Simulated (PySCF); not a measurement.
PySCF input (HF/def2-TZVPD):

```python
from pyscf import gto, scf, dft

mol = gto.M(
    atom='''
    C     2.01962942    0.03654930   -0.25219718
    C     0.84107937   -0.24744500    0.00776197
    C    -0.56243470   -0.49639828    0.27901808
    O    -1.41500704    0.62914212   -0.10445646
    H    -0.75143795   -0.68065096    1.34701849
    H    -0.94041737   -1.37362502   -0.26678270
    H    -0.77773291    1.26490288   -0.45208132
    ''',
    basis='def2-tzvpd',
    charge=-1,
    spin=0,
    verbose=4,
)

mf = scf.RHF(mol).density_fit(auxbasis='def2-universal-jkfit')
mf.conv_tol = 1e-9
mf.max_cycle = 100
mf.max_memory = 1500
mf.kernel()
if not mf.converged:
    mf = mf.newton()
    mf.kernel(mf.make_rdm1())
mf.analyze()
```

End of the output:

```
Extra cycle  E= -190.17996509501  delta_E= -3.39e-11  |g|= 3.53e-06  |ddm|= 9.83e-05
converged SCF energy = -190.17996509501
**** SCF Summaries ****
Total Energy =                        -190.179965095009663
Nuclear Repulsion Energy =              94.680440966392780
One-electron Energy =                 -452.175660833156428
Two-electron Energy =                  167.315254771753985
Two-electron Coulomb Energy =          192.274884845460321
DFT Exchange-Correlation Energy =      -24.959630073706336
HOMO-LUMO gap [eV] =                     8.764087452123153
**** MO energy ****
MO #1   energy= -20.3961347419455  occ= 2
MO #2   energy= -11.1279641778823  occ= 2
MO #3   energy= -10.9772681438726  occ= 2
MO #4   energy= -10.9694010636738  occ= 2
MO #5   energy= -1.18880987756168  occ= 2
MO #6   energy= -0.821298846028316 occ= 2
MO #7   energy= -0.713446620013706 occ= 2
MO #8   energy= -0.53532195538256  occ= 2
MO #9   energy= -0.464259691731293 occ= 2
MO #10  energy= -0.435267977436084 occ= 2
MO #11  energy= -0.384000420272688 occ= 2
MO #12  energy= -0.298869804549078 occ= 2
MO #13  energy= -0.182167997684104 occ= 2
MO #14  energy= -0.143599803750711 occ= 2
MO #15  energy= -0.134771492094357 occ= 2
MO #16  energy= 0.187302783934129  occ= 0
MO #17  energy= 0.220756568672646  occ= 0
MO #18  energy= 0.234663757375021  occ= 0
MO #19  energy= 0.238165118456421  occ= 0
MO #20  energy= 0.278815984969723  occ= 0
MO #21  energy= 0.283841509392871  occ= 0
MO #22  energy= 0.305915731478225  occ= 0
MO #23  energy= 0.307136460504353  occ= 0
MO #24  energy= 0.341156153219666  occ= 0
MO #25  energy= 0.356708376729261  occ= 0
MO #26  energy= 0.368808804733591  occ= 0
MO #27  energy= 0.401011206246677  occ= 0
MO #28  energy= 0.403792541138653  occ= 0
MO #29  energy= 0.424360741639488  occ= 0
MO #30  energy= 0.439811717061872  occ= 0
MO #31  energy= 0.444736907807156  occ= 0
MO #32  energy= 0.465203095802783  occ= 0
MO #33  energy= 0.46924557453682   occ= 0
MO #34  energy= 0.474717166355659  occ= 0
MO #35  energy= 0.486202966796378  occ= 0
MO #36  energy= 0.496284519897344  occ= 0
MO #37  energy= 0.503624629788289  occ= 0
MO #38  energy= 0.504373416776537  occ= 0
MO #39  energy= 0.533149484524807  occ= 0
MO #40  energy= 0.538222095753013  occ= 0
MO #41  energy= 0.561981675883543  occ= 0
MO #42  energy= 0.571121193730072  occ= 0
MO #43  energy= 0.585242149108377  occ= 0
MO #44  energy= 0.585291405434758  occ= 0
MO #45  energy= 0.606241024262965  occ= 0
MO #46  energy= 0.622314267821848  occ= 0
MO #47  energy= 0.624238906250725  occ= 0
MO #48  energy= 0.65161149044472   occ= 0
MO #49  energy= 0.661052160762021  occ= 0
MO #50  energy= 0.670221638197487  occ= 0
MO #51  energy= 0.704303822560229  occ= 0
MO #52  energy= 0.718470627057593  occ= 0
MO #53  energy= 0.726657534964881  occ= 0
MO #54  energy= 0.768003029951019  occ= 0
MO #55  energy= 0.776081431084197  occ= 0
MO #56  energy= 0.783047478474304  occ= 0
MO #57  energy= 0.789022337428718  occ= 0
MO #58  energy= 0.802708818268198  occ= 0
MO #59  energy= 0.832355981576869  occ= 0
MO #60  energy= 0.840848206746541  occ= 0
MO #61  energy= 0.880051314853421  occ= 0
MO #62  energy= 0.894068662694591  occ= 0
MO #63  energy= 0.937637699716293  occ= 0
MO #64  energy= 0.948908511849269  occ= 0
MO #65  energy= 0.96157729878496   occ= 0
MO #66  energy= 0.97990206707557   occ= 0
MO #67  energy= 0.98214780273176   occ= 0
MO #68  energy= 1.01140342114145   occ= 0
MO #69  energy= 1.02799299870683   occ= 0
MO #70  energy= 1.04534879418714   occ= 0
MO #71  energy= 1.101903680533     occ= 0
MO #72  energy= 1.11324555096205   occ= 0
MO #73  energy= 1.13305472452169   occ= 0
MO #74  energy= 1.20361050671673   occ= 0
MO #75  energy= 1.20409563733149   occ= 0
MO #76  energy= 1.25464238981636   occ= 0
MO #77  energy= 1.27287933227175   occ= 0
MO #78  energy= 1.27669371283299   occ= 0
MO #79  energy= 1.326974481924     occ= 0
MO #80  energy= 1.34569207784663   occ= 0
MO #81  energy= 1.39327231801904   occ= 0
MO #82  energy= 1.39826316829593   occ= 0
MO #83  energy= 1.43017585144479   occ= 0
MO #84  energy= 1.52683116942276   occ= 0
MO #85  energy= 1.56386637192649   occ= 0
MO #86  energy= 1.60003616347843   occ= 0
MO #87  energy= 1.64268155427222   occ= 0
MO #88  energy= 1.65233290853875   occ= 0
MO #89  energy= 1.74062686392975   occ= 0
MO #90  energy= 1.8130683150713    occ= 0
MO #91  energy= 1.89984553138945   occ= 0
MO #92  energy= 1.94740205082733   occ= 0
MO #93  energy= 2.0203774077373    occ= 0
MO #94  energy= 2.02881871332799   occ= 0
MO #95  energy= 2.097888607897     occ= 0
MO #96  energy= 2.11016666386777   occ= 0
MO #97  energy= 2.1458672185201    occ= 0
MO #98  energy= 2.19789986138349   occ= 0
MO #99  energy= 2.23139893959915   occ= 0
MO #100 energy= 2.24343883959502   occ= 0
MO #101 energy= 2.26687519997452   occ= 0
MO #102 energy= 2.32220302726598   occ= 0
MO #103 energy= 2.35449567795473   occ= 0
MO #104 energy= 2.40645171175439   occ= 0
MO #105 energy= 2.42180335657285   occ= 0
MO #106 energy= 2.51390180369344   occ= 0
MO #107 energy= 2.52894728537638   occ= 0
[...]
```

It need not be the lowest isomer of its formula. Whether it binds its extra electron was not tested at this geometry.
